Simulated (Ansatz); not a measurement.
Mulliken charges of B2O3, SMILES `O=BOB=O` from PBE/def2-TZVPP in Ansatz (PBE0-D4/def2-TZVP geometry).

| atom | x (Å) | y (Å) | z (Å) | charge (e) |
| --- | --- | --- | --- | --- |
| O1 | -0.949 | 0.503 | -2.167 | -0.136 |
| B2 | -0.474 | 0.055 | -1.154 | 0.206 |
| O3 | 0.045 | -0.484 | -0.065 | -0.141 |
| B4 | 0.484 | -0.162 | 1.140 | 0.206 |
| O5 | 0.893 | 0.087 | 2.246 | -0.136 |

Question: By hand: the dipole of these point charges (1 e Å = 4.8032 D).

Answer: Σ q r = (0.003, -0.034, -0.004) e Å, of length 0.034 e Å = 0.16 D.

Question: How does the dipole of the full density compare? (An estimate is asked.)

Answer: Ansatz gave: (0.023, -0.243, -0.032) e Å, 1.18 D; the point charges give 0.14 times that, at 1° from its direction.

Point charges leave out the atoms' own dipoles, such as those of lone pairs, and Mulliken's split depends on the basis, so the two needn't agree.
